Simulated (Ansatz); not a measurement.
Geometry optimisation, RKS r2SCAN-D4/6-31G (Ansatz 0.2.0).

The input (input.yaml):

```yaml
crystal:
  periodic: [false, false, false]
  atoms:
    - { symbol: C, position_ang: [1.0418, -1.3281, 0.2033] }
    - { symbol: "N", position_ang: [0.6403, -0.3668, -0.8921] }
    - { symbol: B, position_ang: [-0.5726, 0.5187, -0.4986] }
    - { symbol: S, position_ang: [-2.1033, 0.3451, -1.4012] }
    - { symbol: C, position_ang: [-0.3746, 1.6066, 0.6072] }
    - { symbol: O, position_ang: [-1.3195, 2.3392, 0.933] }
    - { symbol: H, position_ang: [0.16, -1.9429, 0.4399] }
    - { symbol: H, position_ang: [1.3549, -0.7134, 1.0954] }
    - { symbol: H, position_ang: [1.8387, -1.9118, -0.0948] }
    - { symbol: H, position_ang: [1.4644, 0.2648, -1.0435] }
    - { symbol: H, position_ang: [-2.6516, -0.6188, -0.4515] }
    - { symbol: H, position_ang: [0.5985, 1.7523, 1.137] }
basis:
  gaussian: { orbitals: "6-31G" }
hamiltonian:
  xc: r2scan
  dispersion: d4
relax:
  f_tol: 0.02
  max_steps: 50
output:
  orbitals: {}
```

Command:

```bash
$ ansatz run input.yaml --threads 2 --pin off --max-ram 3072MiB --backend cpu --events-out ev --progress --plain --runs-dir out
```

Task: Where does it end, and by what steps?

Result: The run converged. Limits of this set-up: no polarisation functions. After 17 steps the energy has fallen by 2.907 eV; S4 moved furthest, 1.38 Å.

```csv
step,energy less start (eV),largest force component (eV/Å),accepted
0,0.0000,3.647,yes
1,-0.5486,1.958,yes
2,-0.8896,1.256,yes
3,-1.2181,1.402,yes
4,-1.6003,1.500,yes
5,-1.9331,1.473,yes
6,-2.2015,0.985,yes
7,-2.4621,0.778,yes
8,-2.6878,0.473,yes
9,-2.8341,0.442,yes
10,-2.9003,0.219,yes
11,-2.9019,0.289,yes
12,-2.8949,0.493,no
13,-2.9044,0.274,yes
14,-2.9057,0.166,yes
15,-2.9069,0.036,yes
16,-2.9070,0.021,yes
17,-2.9070,0.009,yes
```

```xyz
12
Properties=species:S:1:pos:R:3
C 1.161 -1.617 -0.088
N 0.805 -0.207 0.086
B -0.466 0.369 -0.006
S -2.007 -0.581 -0.379
C -0.599 1.930 0.223
O -1.685 2.547 0.165
H 0.257 -2.195 -0.290
H 1.632 -2.015 0.819
H 1.853 -1.746 -0.929
H 1.593 0.400 0.295
H -2.797 0.552 -0.311
H 0.330 2.508 0.450
```

Time of the run: 81 s on 2 threads of Arm Neoverse V2, with other jobs on the host, peak memory 0.22 GiB.
